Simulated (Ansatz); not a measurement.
`CN[SiH2][GaH2]` + PH₃ → `P[SiH2][GaH2]` + CH₃NH₂  (ligand exchange at the Si–N bond)

Calculated with Ansatz (gas phase, PBE0-D4/def2-TZVP geometries, no zero-point term in ΔE). CCSD(T)/CBS is the MP2 limit (def2-TZVPP, def2-QZVPP) plus CCSD(T) − MP2 in def2-TZVPP, frozen cores. This one scheme is used for every species. Functionals use def2-TZVPP. B3LYP here is the variant with VWN-RPA as its local correlation; programs differ in this. HSE06 is defined as in plane-wave codes. For Ga outer-core shells are correlated without core-valence functions, which leaves a few kJ/mol of doubt a bond. Scalar relativity is left out up to krypton. One conformer a species, not always the lowest.

```tsv
level	ΔE (kJ/mol)
PBE-D4	5.8
r2SCANh-D4	13.2
B2PLYP	20.2
PBE-QIDH	13.1
r2SCAN	12.6
B3LYP	19.1
HSE06	7.2
SCS-MP2/def2-QZVPP	22.4
```

Task: What does CCSD(T)/CBS give? (Best estimate.)

Result: The calculation gave: +16.8 kJ/mol. The listed levels differ from it by -11.0, -3.6, 3.4, -3.7, -4.2, 2.3, -9.6, 5.6 kJ/mol.

Largest T1 diagnostic among the species: 0.014.

Leaving LDA and LC-ωPBE aside and taking each functional with its dispersion term where it has one, the values, not all of them listed here, spread over 19.9 kJ/mol, from PBE-D4 to CAM-B3LYP-D4. LDA lies +8.8 kJ/mol from PBE without D4. From BLYP to BHLYP (50 % exact exchange), in def2-TZVPP and without D4, ΔE moves by +6.0 kJ/mol. In def2-TZVPP, CCSD(T) changes the Hartree–Fock value by −8.6 kJ/mol (the triples alone add −2.0 kJ/mol) and MP2 by −7.4 kJ/mol.
